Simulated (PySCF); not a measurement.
## Relaxation of quartet ReH₃⁺

All numbers come from UPBE0 in PySCF with Re def2-TZVP with ECP60, H def2-TZVP; scalar-relativistic core potentials, no spin–orbit coupling; density-fitted integrals. A (50,194) grid was used.

A hand-made T-shaped start, of C2v symmetry, held to at least that symmetry:

Coordinates in bohr (charge 1 multiplicity 4):
```
Re    0.0000    0.0000   -0.0171
H     0.0000    0.0000    3.0015
H     3.0168    0.0000    0.0881
H    -3.0168    0.0000    0.0881
```

Optimiser trace:
| step | E − E(last) (kJ/mol) | largest gradient (Eh/bohr) |
| --- | --- | --- |
| 0 | 246.14 | 0.06214 |
| 1 | 194.96 | 0.04176 |
| 2 | 148.29 | 0.02275 |
| 3 | 131.48 | 0.03811 |
| 4 | 104.52 | 0.04407 |
| 5 | 33.71 | 0.03458 |
| 6 | 1.86 | 0.01805 |
| 7 | 0.23 | 0.00523 |
| 8 | 0.00 | 0.00095 |
| 9 | 0.00 | 0.00003 |

It ends at C2v with Re–H 1.610 Å, Re–H 1.621 Å (×2); H–Re–H 56.9° (×2), H–Re–H 113.8°. A frequency run shows 1 imaginary mode, down to 164i cm⁻¹, so it is a saddle point. Other isomers or separated fragments may lie lower.

Final geometry:
Coordinates in bohr (charge 1 multiplicity 4):
```
Re    0.0000    0.0000   -0.0342
H     0.0000    0.0000    3.0076
H     2.5672    0.0000    1.6382
H    -2.5672    0.0000    1.6382
```

Other spin states or occupations of the open shell can lie lower. No spin–orbit coupling is included, which matters more the heavier the element.

The relaxation took of the order of 60 core-seconds on a shared host.
